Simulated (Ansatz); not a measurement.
Sn(vinyl)3(NMe2) (C₈H₁₅NSn). The state is a triplet with charge 0. Geometry PBE-D4/def2-SVP, that of the neutral singlet.

```xyz
25

Sn    0.071    0.155    0.136
C     1.352    0.827   -1.479
C     2.656    1.099   -1.286
H     0.919    0.947   -2.490
H     3.137    0.995   -0.297
H     3.314    1.442   -2.107
C    -1.312    1.726    0.638
C    -1.116    3.001    0.255
H    -2.200    1.470    1.244
H    -0.243    3.303   -0.352
H    -1.817    3.811    0.527
C     1.293   -0.391    1.824
C     1.341    0.369    2.935
H     1.911   -1.307    1.772
H     0.749    1.297    3.040
H     1.977    0.103    3.800
N    -1.105   -1.488   -0.343
C    -0.482   -2.793   -0.409
C    -2.143   -1.297   -1.334
H    -1.243   -3.597   -0.258
H     0.275   -2.912    0.395
H     0.025   -3.019   -1.386
H    -2.611   -0.296   -1.227
H    -1.794   -1.392   -2.398
H    -2.955   -2.053   -1.202
```

In the def2 sets Sn takes a core potential; there is no spin–orbit coupling. Single mean-field runs in def2-TZVP are fitted with def2-universal-jkfit. At PBE0-D4/def2-TZVP a singlet of charge 0 lies 4.08 eV below the triplet at the same geometry.

Task: Estimate the α-spin orbital energies around the gap (eV) in Ansatz with PBE-D4/def2-TZVP, r2SCAN-D4/def2-TZVP, PBE0-D4/def2-TZVP.

Result: 
| orbital | PBE-D4/def2-TZVP | r2SCAN-D4/def2-TZVP | PBE0-D4/def2-TZVP |
| --- | --- | --- | --- |
| HOMO−5 | -6.64 | -6.82 | -7.75 |
| HOMO−4 | -6.59 | -6.79 | -7.70 |
| HOMO−3 | -6.41 | -6.60 | -7.50 |
| HOMO−2 | -6.19 | -6.34 | -7.22 |
| HOMO−1 | -6.18 | -6.32 | -7.17 |
| HOMO | -1.51 | -1.47 | -1.86 |
| LUMO | -1.05 | -0.89 | -0.13 |
| LUMO+1 | -1.00 | -0.85 | -0.11 |
| LUMO+2 | -0.43 | -0.12 | 0.51 |
| LUMO+3 | -0.05 | 0.45 | 0.75 |
| LUMO+4 | 0.41 | 0.90 | 1.15 |
| LUMO+5 | 0.67 | 1.12 | 1.37 |
| β HOMO | -5.94 | -5.97 | -6.87 |
| β LUMO | -5.49 | -5.21 | -4.44 |
